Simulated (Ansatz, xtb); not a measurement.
AsBGeH6O: 4 structures ranked

4 gas-phase structures of AsBGeH6O, from a drawn sample of its isomers (lower ones may exist). Each was relaxed with GFN2-xTB; where two conformers were screened, the lower at r2SCAN-D4/def2-SVP is listed:

A. `O[BH][GeH2][AsH2]`, a singlet
B. `B[O][GeH2][AsH2]`, a singlet
C. `[GeH3][O]B[AsH2]`, a singlet
D. `OB[AsH][GeH3]`, a singlet

Q: Which do you expect lowest at r2SCAN-D4/def2-SVP, and how would the others follow?

A: Calculated order at r2SCAN-D4/def2-SVP: D (0.000), B (0.000), A (0.215), C (0.260) eV. Less than 1 kcal/mol parts D and B, so the order within that pair means little. CCSD(T)/def2-SVP + ΔMP2/def2-TZVPP after further relaxation puts B lowest instead.

Energies above the lowest of each column, in eV; the last columns are at PBE0-D3(BJ)/def2-SVP geometries and were run for some of them only (a dash: not run or not comparable):

| structure | GFN2-xTB | HF/STO-3G | r2SCAN-D4/def2-SVP | PBE0-D3(BJ)/def2-SVP | CCSD(T)/def2-SVP + ΔMP2/def2-TZVPP |
| --- | --- | --- | --- | --- | --- |
| D | 0.965 | 0.229 | 0.000 | 0.000 | 0.058 |
| B | 0.000 | 0.000 | 0.000 | 0.094 | 0.000 |
| A | 1.118 | 0.605 | 0.215 | 0.278 | – |
| C | 0.740 | 0.147 | 0.260 | – | – |

CCSD(T)/def2-SVP + ΔMP2/def2-TZVPP puts B lowest of those it was run on; PBE0-D3(BJ)/def2-SVP picks D. CCSD(T)/def2-SVP + ΔMP2/def2-TZVPP orders those it was run on as B (0.000), D (0.058) eV. Flexible structures stand in one conformer each, not always the lowest. Frequencies (GFN2-xTB) were run for B, D alone. ΔMP2 is the change of the MP2 energy from the smaller to the larger basis.

Over these structures GFN2-xTB departs from r2SCAN-D4/def2-SVP by 0.347 eV on average once a common shift is removed. A GFN2-xTB relaxation took about 1.7 s and the r2SCAN-D4/def2-SVP energy about 7.9 s on a shared host (Ansatz 0.2.0, xtb 6.7.1).
